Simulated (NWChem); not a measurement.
System: C₄H₅N; SMILES C#C/C=N/C

The following NWChem deck was run.

```
start job
memory heap 200 mb stack 900 mb global 1100 mb
geometry units angstroms noautosym nocenter noautoz
  C     -0.171840     2.609585     0.000000
  C      0.057388     1.418703     0.000000
  C      0.402667     0.028008     0.000000
  N     -0.473133    -0.891580     0.000000
  C     -0.022024    -2.249939     0.000000
  H     -0.394641     3.660988     0.000000
  H      1.491101    -0.192372     0.000000
  H     -0.434598    -2.770199    -0.880330
  H      1.080477    -2.366953     0.000000
  H     -0.434598    -2.770199     0.880330
end
basis spherical
  C library def2-svp
  N library def2-svp
  H library def2-svp
end
dft
  xc b3lyp
  iterations 150
  mulliken
end
task dft energy
esp
  recalculate
  probe 0.07
  range 0.3
  factor 1.0
  spacing 0.02
end
task esp
```

NWChem printed, in part:

```
             Northwest Computational Chemistry Package (NWChem) 7.3.0
             --------------------------------------------------------

                             Geometry "geometry" -> ""
                             -------------------------

 Output coordinates in angstroms (scale by  1.889725989 to convert to a.u.)

  No.       Tag          Charge          X              Y              Z
 ---- ---------------- ---------- -------------- -------------- --------------
    1 C                    6.0000    -0.17184000     2.60958500     0.00000000
    2 C                    6.0000     0.05738800     1.41870300     0.00000000
    3 C                    6.0000     0.40266700     0.02800800     0.00000000
    4 N                    7.0000    -0.47313300    -0.89158000     0.00000000
    5 C                    6.0000    -0.02202400    -2.24993900     0.00000000
    6 H                    1.0000    -0.39464100     3.66098800     0.00000000
    7 H                    1.0000     1.49110100    -0.19237200     0.00000000
    8 H                    1.0000    -0.43459800    -2.77019900    -0.88033000
    9 H                    1.0000     1.08047700    -2.36695300     0.00000000
   10 H                    1.0000    -0.43459800    -2.77019900     0.88033000

 Effective nuclear repulsion energy (a.u.)     140.3014396491

                                 NWChem DFT Module
                                 -----------------

 Summary of "ao basis" -> "ao basis" (spherical)
 ------------------------------------------------------------------------------
       Tag                 Description            Shells   Functions and Types
 ---------------- ------------------------------  ------  ---------------------
 C                          def2-svp                 6       14   3s2p1d
 N                          def2-svp                 6       14   3s2p1d
 H                          def2-svp                 3        5   2s1p

            General Information
            -------------------
          SCF calculation type: DFT
          Wavefunction type:  closed shell.
          No. of atoms     :    10
          No. of electrons :    36
           Alpha electrons :    18
            Beta electrons :    18
          Charge           :     0
          Spin multiplicity:     1
          Use of symmetry is: off; symmetry adaption is: off
          Maximum number of iterations: 150
          AO basis - number of functions:    95
                     number of shells:    45
          Convergence on energy requested:  1.00D-06
          Convergence on density requested:  1.00D-05
          Convergence on gradient requested:  5.00D-04

              XC Information
              --------------
                         B3LYP Method XC Potential
                     Hartree-Fock (Exact) Exchange  0.200
                        Slater Exchange Functional  0.800 local
                    Becke 1988 Exchange Functional  0.720 non-local
              Lee-Yang-Parr Correlation Functional  0.810
                  VWN I RPA Correlation Functional  0.190 local

             Grid Information
             ----------------
          Grid used for XC integration:  medium
          Radial quadrature: Mura-Knowles
          Angular quadrature: Lebedev.
          Tag              B.-S. Rad. Rad. Pts. Rad. Cut. Ang. Pts.
          ---              ---------- --------- --------- ---------
          C                   0.70       49          13.0       434
          N                   0.65       49          11.0       434
          H                   0.35       45          14.0       434
          Grid pruning is: on
          Number of quadrature shells:   470
          Spatial weights used:  Erf1

      Superposition of Atomic Density Guess
      -------------------------------------

 Sum of atomic energies:        -207.23981875

      Non-variational initial energy
      ------------------------------

 Total energy =    -210.119626
 1-e energy   =    -555.191057
 2-e energy   =     204.769992
 HOMO         =      -0.317451
 LUMO         =      -0.056144

     ---------------------------------------------
      Total Density - Mulliken Population Analysis
     ---------------------------------------------

    Atom       Charge   Shell Charges
 -----------   ------   -------------------------------------------------------
    1 C    6     6.30   1.99  0.98  0.61  1.90  0.79  0.03
    2 C    6     5.87   1.99  0.98  0.25  1.94  0.67  0.04
    3 C    6     5.75   1.99  0.95  0.23  1.75  0.78  0.06
    4 N    7     7.50   1.99  1.07  0.56  2.39  1.46  0.03
    5 C    6     6.05   1.99  0.94  0.19  1.96  0.93  0.04
    6 H    1     0.87   0.62  0.22  0.03
    7 H    1     0.92   0.67  0.23  0.02
    8 H    1     0.91   0.68  0.21  0.02
    9 H    1     0.93   0.68  0.23  0.02
   10 H    1     0.91   0.68  0.21  0.02

   convergence    iter        energy       DeltaE   RMS-Dens  Diis-err
 ---------------- ----- ----------------- --------- --------- ---------
 d= 0,ls=0.0,diis     1   -209.8651773449 -3.50D+02  1.43D-02  5.15D-01
 d= 0,ls=0.0,diis     2   -209.8537847786  1.14D-02  8.56D-03  6.75D-01
 d= 0,ls=0.0,diis     3   -209.9171715624 -6.34D-02  3.04D-03  1.37D-01
 d= 0,ls=0.0,diis     4   -209.9318009408 -1.46D-02  8.68D-04  8.94D-03
 d= 0,ls=0.0,diis     5   -209.9329079506 -1.11D-03  1.40D-04  2.24D-04
  Resetting Diis
 d= 0,ls=0.0,diis     6   -209.9329345503 -2.66D-05  5.11D-05  2.75D-05
 d= 0,ls=0.0,diis     7   -209.9329366968 -2.15D-06  7.69D-05  1.16D-05
 d= 0,ls=0.0,diis     8   -209.9329285555  8.14D-06  5.32D-05  7.24D-05
 d= 0,ls=0.0,diis     9   -209.9329382770 -9.72D-06  2.99D-06  6.22D-08
 d= 0,ls=0.0,diis    10   -209.9329382832 -6.18D-09  1.09D-06  2.52D-08

         Total DFT energy =     -209.932938283192
      One electron energy =     -559.287466605548
           Coulomb energy =      239.385845813419
    Exchange-Corr. energy =      -30.332757140193
 Nuclear repulsion energy =      140.301439649130

 Numeric. integr. density =       36.000003454492

                       DFT Final Molecular Orbital Analysis
                       ------------------------------------

 Vector   16  Occ=2.000000D+00  E=-2.913026D-01
              MO Center= -4.6D-02,  1.9D+00,  8.4D-12, r^2= 1.7D+00
   Bfn.  Coefficient  Atom+Function         Bfn.  Coefficient  Atom+Function
  ----- ------------  ---------------      ----- ------------  ---------------
     4      0.424229   1 C  px               18      0.410424   2 C  px
     7      0.251321   1 C  px               21      0.208131   2 C  px
    45      0.109907   4 N  s                22      0.095191   2 C  py
    76     -0.090112   7 H  s                19      0.088821   2 C  py
     5      0.083084   1 C  py               47     -0.077921   4 N  py

 Vector   17  Occ=2.000000D+00  E=-2.706339D-01
              MO Center= -1.5D-01,  8.6D-01, -5.1D-09, r^2= 4.0D+00
   Bfn.  Coefficient  Atom+Function         Bfn.  Coefficient  Atom+Function
  ----- ------------  ---------------      ----- ------------  ---------------
     6      0.369627   1 C  pz               48      0.311312   4 N  pz
    20      0.304022   2 C  pz                9      0.229491   1 C  pz
    51     -0.220014   4 N  pz               34     -0.195235   3 C  pz
    23      0.183325   2 C  pz               37     -0.146217   3 C  pz
    81     -0.123216   8 H  s                91      0.123216  10 H  s

 Vector   18  Occ=2.000000D+00  E=-2.652752D-01
              MO Center= -3.1D-01, -9.0D-01,  4.1D-09, r^2= 1.8D+00
   Bfn.  Coefficient  Atom+Function         Bfn.  Coefficient  Atom+Function
  ----- ------------  ---------------      ----- ------------  ---------------
    46      0.502293   4 N  px               49     -0.340924   4 N  px
    45      0.300245   4 N  s                76      0.188842   7 H  s
    22      0.185922   2 C  py               44      0.183977   4 N  s
    86      0.176347   9 H  s                87      0.175865   9 H  s
    77      0.171577   7 H  s                32      0.142228   3 C  px

 Vector   19  Occ=0.000000D+00  E=-4.921745D-02
              MO Center= -6.6D-02,  3.7D-01,  4.9D-09, r^2= 3.7D+00
   Bfn.  Coefficient  Atom+Function         Bfn.  Coefficient  Atom+Function
  ----- ------------  ---------------      ----- ------------  ---------------
    51      0.433101   4 N  pz               48     -0.405518   4 N  pz
     9      0.372039   1 C  pz               37     -0.364159   3 C  pz
    34     -0.348411   3 C  pz                6      0.308767   1 C  pz
    23     -0.210028   2 C  pz               20     -0.162942   2 C  pz
    82      0.160128   8 H  s                92     -0.160128  10 H  s

 Vector   20  Occ=0.000000D+00  E= 2.804199D-02
              MO Center=  1.5D-01,  1.4D+00, -3.7D-10, r^2= 3.8D+00
   Bfn.  Coefficient  Atom+Function         Bfn.  Coefficient  Atom+Function
  ----- ------------  ---------------      ----- ------------  ---------------
     7      0.602372   1 C  px               77      0.563080   7 H  s
    21     -0.505884   2 C  px               45     -0.482706   4 N  s
    18     -0.394982   2 C  px                4      0.375022   1 C  px
    35     -0.276226   3 C  px               31     -0.260777   3 C  s
    87      0.256113   9 H  s                22     -0.214754   2 C  py

 Vector   21  Occ=0.000000D+00  E= 7.311228D-02
              MO Center=  2.8D-01, -2.2D+00, -1.2D-08, r^2= 6.5D+00
   Bfn.  Coefficient  Atom+Function         Bfn.  Coefficient  Atom+Function
  ----- ------------  ---------------      ----- ------------  ---------------
    59      2.416493   5 C  s                82     -1.137242   8 H  s
    92     -1.137242  10 H  s                87     -1.074111   9 H  s
    77     -0.536419   7 H  s                35      0.453207   3 C  px
     3      0.413061   1 C  s                64     -0.391009   5 C  py
    22     -0.297679   2 C  py               21     -0.229095   2 C  px

     ---------------------------------------------
      Total Density - Mulliken Population Analysis
     ---------------------------------------------

    Atom       Charge   Shell Charges
 -----------   ------   -------------------------------------------------------
    1 C    6     6.36   1.99  0.92  0.68  2.02  0.73  0.02
    2 C    6     5.62   1.99  0.92  0.23  2.06  0.39  0.03
    3 C    6     6.07   1.99  0.94  0.25  2.08  0.76  0.06
    4 N    7     7.16   1.99  1.05  0.55  2.36  1.19  0.03
    5 C    6     5.90   1.98  0.91  0.08  2.11  0.76  0.04
    6 H    1     0.98   0.73  0.22  0.03
    7 H    1     0.98   0.75  0.22  0.02
    8 H    1     0.97   0.74  0.20  0.02
    9 H    1     1.01   0.75  0.23  0.02
   10 H    1     0.97   0.74  0.20  0.02

     -------------------------------------------
      Total Density - Lowdin Population Analysis
     -------------------------------------------

    Atom       Charge   Shell Charges
 -----------   ------   -------------------------------------------------------
    1 C    6     6.04   1.97  0.63  0.35  1.82  1.22  0.05
    2 C    6     6.03   1.97  0.64  0.31  1.87  1.17  0.07
    3 C    6     5.99   1.96  0.60  0.30  1.87  1.11  0.15
    4 N    7     7.07   1.97  0.80  0.47  2.21  1.55  0.06
    5 C    6     6.00   1.96  0.58  0.30  1.88  1.18  0.10
    6 H    1     0.96   0.60  0.28  0.08
    7 H    1     0.99   0.64  0.28  0.07
    8 H    1     0.97   0.64  0.26  0.06
    9 H    1     1.00   0.65  0.29  0.06
   10 H    1     0.97   0.64  0.26  0.06

     Multipole analysis of the density
     ---------------------------------

     L   x y z        total         alpha         beta         nuclear
     -   - - -        -----         -----         ----         -------
     0   0 0 0     -0.000000    -18.000000    -18.000000     36.000000

     1   1 0 0      0.505221      0.637211      0.637211     -0.769202
     1   0 1 0     -0.117851     -0.208542     -0.208542      0.299232
     1   0 0 1      0.000000      0.000000      0.000000      0.000000

     2   2 0 0    -23.348074    -23.572784    -23.572784     23.797493
     2   1 1 0     -1.049498      0.842017      0.842017     -2.733532
     2   1 0 1     -0.000000     -0.000000     -0.000000      0.000000
     2   0 2 0    -15.828125   -228.014269   -228.014269    440.200413
     2   0 1 1      0.000000      0.000000      0.000000      0.000000
     2   0 0 2    -22.820866    -14.177940    -14.177940      5.535013

                     NWChem Electrostatic Potential Fit Module
                     -----------------------------------------

 Atom parameters

 Number of atoms is                                   10
 Number of basis functions is                         95

 Grid parameters

 Maximum number of grid points is                  40665
 Number of grid points is                          40664
 Grid range                                     0.300000 nm
 Grid spacing                                   0.020000 nm
 Probe radius                                   0.070000 nm
 Atom radius factor                             1.000000

 Atomic radii

    1    0.100000
    6    0.147000
    7    0.140000
 FASTESP  F
  using M.O. file = ./job.movecs

    Atom              Coordinates                           Charge

                                                  ESP

    1 C    -0.017184    0.260959    0.000000   -0.269513
    2 C     0.005739    0.141870    0.000000   -0.146308
    3 C     0.040267    0.002801    0.000000    0.434722
    4 N    -0.047313   -0.089158    0.000000   -0.486749
    5 C    -0.002202   -0.224994    0.000000    0.307558
    6 H    -0.039464    0.366099    0.000000    0.244372
    7 H     0.149110   -0.019237    0.000000   -0.004459
    8 H    -0.043460   -0.277020   -0.088033   -0.007961
    9 H     0.108048   -0.236695    0.000000   -0.063289
   10 H    -0.043460   -0.277020    0.088033   -0.008373
                                            ------------
                                                0.000000

 Dipole moment                                  0.529212

 Quadrupole moment Qxx                         -7.058626
                   Qyy                         13.608289
                   Qzz                         -6.549663

 RMS deviation kJ/mol                           0.070398

 RRMS %                                        35.362045
```

Level: B3LYP/def2-SVP. All runs use the structure optimised with PBE0/def2-SVP.
